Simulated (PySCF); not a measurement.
HNP, SMILES [NH+]#P, charge +1.

Geometry optimised at ωB97X-D3(BJ)/def2-TZVPD. The isomer is the one that the SMILES or the coordinates give; other isomers of the formula were not compared.

All values below come from TDA-PBE/def2-TZVPD (PySCF).

Vertical excitations; the highest root listed may be one member of a degenerate set. The molecule is in vacuum. State labels are in the subgroup C2v.

### Question
Give excitation energies, oscillator strengths and character. (Estimate from the structure and the level; the computed values follow.)

### Answer

```csv
state,symmetry,energy (eV),λ (nm),f,main pairs
S1,A2,5.75,216,0.000,"HOMO→LUMO 50 %, HOMO−1→LUMO+1 50 %"
S2,A2,6.07,204,0.000,"HOMO−1→LUMO+1, HOMO→LUMO (degenerate set)"
S3,A1,6.07,204,0.000,"HOMO−1→LUMO, HOMO→LUMO+1 (degenerate set)"
S4,B1,8.46,147,0.076,HOMO−2→LUMO (degenerate set)
S5,B2,8.46,147,0.076,HOMO−2→LUMO+1 (degenerate set)
S6,A1,10.12,123,0.282,"HOMO→LUMO+1 31 %, HOMO−1→LUMO 31 %, HOMO−2→LUMO+2 26 %"
S7,B2,10.36,120,0.073,HOMO→LUMO+2 (degenerate set)
S8,B1,10.36,120,0.073,HOMO−1→LUMO+2 (degenerate set)
S9,B2,12.08,103,0.036,HOMO→LUMO+3 (degenerate set)
S10,B1,12.08,103,0.036,HOMO−1→LUMO+3 (degenerate set)
T1,A1,4.50,275,0,"HOMO−1→LUMO 50 %, HOMO→LUMO+1 50 %"
T2,A2,4.94,251,0,"HOMO→LUMO, HOMO−1→LUMO+1 (degenerate set)"
T3,A1,4.94,251,0,"HOMO→LUMO+1, HOMO−1→LUMO (degenerate set)"
T4,A2,5.75,216,0,"HOMO−1→LUMO+1 50 %, HOMO→LUMO 50 %"
```
Triplets are in the Tamm–Dancoff approximation.
